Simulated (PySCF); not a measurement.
From computed data to an observable: oscillator strength and radiative lifetime

SiH₂ClBr, SMILES Cl[SiH2]Br.

Coordinates come from a PBE-D3(BJ)/def2-TZVP optimisation.

PySCF with TDA-LC-ωPBE/def2-SVPD puts the first singlet state with f over 0.02 at 7.37 eV (vertical), with the transition dipole (-0.253, 0.241, 0.000) in atomic units.

Question: Find the oscillator strength, the wavelength and the radiative lifetime that this transition would have in vacuum if emission retraced absorption.

Answer: 
|μ|² = 0.1221 au, so |μ| = 0.89 D. ΔE = 7.37/27.211 = 0.2708 hartree. f = (2/3) ΔE |μ|² = 0.022 (the program prints 0.022).
λ = 1239.84/7.37 = 168 nm; ν = 59443 cm⁻¹.
Einstein's coefficient A = 0.6670 ν² f s⁻¹ (ν in cm⁻¹) = 5.2e7 s⁻¹, so τ = 1/A = 19 ns. This state is S2; the lower singlet has f = 0.013. The figure is the radiative limit of this one transition; relaxation, internal conversion, crossing to triplets and a medium change what is measured.
